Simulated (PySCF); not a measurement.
SMILES CC(C)[O][Hf]([O]C(C)C)([O]C(C)C)[O]C(C)C at its GFN2-xTB optimised geometry (Å):

```
45

Hf     0.2061     0.3629     0.0000
O     -0.4614     2.1341     0.0000
C     -1.8363     2.3413     0.0942
C     -2.2093     2.8891     1.4798
C     -2.6053     1.0426    -0.1867
H     -2.1212     3.0984    -0.6634
H     -1.9722     2.1473     2.2393
H     -3.2702     3.1233     1.5242
H     -1.6388     3.7922     1.6839
H     -2.3148     0.6552    -1.1666
H     -2.3442     0.3122     0.5856
H     -3.6804     1.2187    -0.1727
O     -0.3676    -0.3644     1.6389
C      0.2490     0.2086     2.7561
C      1.6395    -0.3992     2.9909
C     -0.6319    -0.0055     3.9960
H      0.3686     1.3011     2.5859
H      1.5429    -1.4637     3.1990
H      2.1252     0.0830     3.8362
H      2.2486    -0.2611     2.0967
H     -1.6221     0.4139     3.8333
H     -0.7392    -1.0717     4.1817
H     -0.1847     0.4672     4.8664
O      2.0956     0.3629     0.0000
C      2.6305     1.4001    -0.7596
C      2.6113     2.7116     0.0390
C      1.8462     1.5546    -2.0733
H      3.6804     1.1409    -0.9964
H      1.5785     2.9342     0.3163
H      3.0163     3.5306    -0.5509
H      3.2067     2.5993     0.9435
H      1.8156     0.5958    -2.5933
H      0.8200     1.8593    -1.8365
H      2.3112     2.2972    -2.7202
O     -0.3583    -0.5921    -1.5259
C     -0.3173    -1.9686    -1.3273
C     -1.5373    -2.4483    -0.5242
C      0.9707    -2.3707    -0.5900
H     -0.3323    -2.4565    -2.3208
H     -1.5132    -1.9849     0.4644
H     -1.5191    -3.5306    -0.4153
H     -2.4551    -2.1636    -1.0351
H      1.8382    -1.9815    -1.1242
H      0.9472    -1.9289     0.4131
H      1.0535    -3.4542    -0.5156
```

Method: CAM-B3LYP/def2-SVP, def2 effective core potentials past Kr run with PySCF. The core electrons that the potentials of Hf replace are not part of the density. Cells within 0.4 Å of a nucleus heavier than hydrogen are left out (blank, or x).

Map of the HOMO−1 amplitude (bohr^(-3/2)) on the plane z = 0.0 Å; orbital energy -8.82 eV, overall sign arbitrary:

```
|55555555555555555555555555555|
|55555555555555555555555555555|
|55555555555555555555555555555|
|55555555555555555555555555555|
|55555555555555555555555555555|
|55555555666554455555555555555|
|55555556676544445555665555555|
|55555556787543344555x65555555|
|555555556xx520244543x34455555|
|555555555xx5xx455543124455555|
|55555555444579755544334555555|
|55555555x55566545555555555555|
|55555556x65555334578655555555|
|55555556665555xx55xx455555555|
|5555555566555566643x244555555|
|55555555555545565432344555555|
|55555555555444555444444455555|
|55555555554445554444444455555|
|55555555554445554334444455555|
|55555555554445553234444555555|
|55555555555445552134444555555|
|55555555555555543234444555555|
|55555555555555543334444555555|
|55555555555555444444445555555|
|55555555555555444444445555555|
|55555555555555444444455555555|
|55555555555555544445555555555|
|55555555555555555555555555555|
|55555555555555555555555555555|
```
Scale: ten equal steps from -0.065 (start of '0') to 0.063 (end of '9'), in the order '0123456789'; x runs from -6.00 to 6.00, y from -6.00 (bottom) to 6.00 (top).
